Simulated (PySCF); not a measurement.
Computed shifts of a molecule C₄H₅FSi, PySCF with PBE/pcSseg-1, GIAO, gas phase, atoms alike by connectivity averaged where their shifts nearly agree, in ppm (number of nuclei): ¹³C: 150.5 (1), 134.7 (1), 93.9 (1), 88.3 (1). ²⁹Si: -4.5 (1). ¹⁹F: -254.2 (1). ¹H: 6.80 (1), 6.64 (1), 5.97 (2), 3.63 (1). References: ¹³C against TMS (σ = 182.0 ppm); ²⁹Si against TMS (σ = 335.4 ppm); ¹⁹F against CFCl3 (σ = 133.6 ppm); ¹H against TMS (σ = 31.49 ppm), references at their B3LYP-D3(BJ)/def2-TZVP geometries, non-relativistic. Coordinates come from a ωB97X-D3(BJ)/def2-SVP optimisation. The values are those of a single conformer.

Problem. Pick the molecule that these values belong to.
A) C=CC#C[SiH2]F
B) C#C/C=C(/F)[SiH3]
C) C#C/C=C\[SiH2]F
D) C#C[SiH2]/C=C/F

Solution. C, C#C/C=C\[SiH2]F
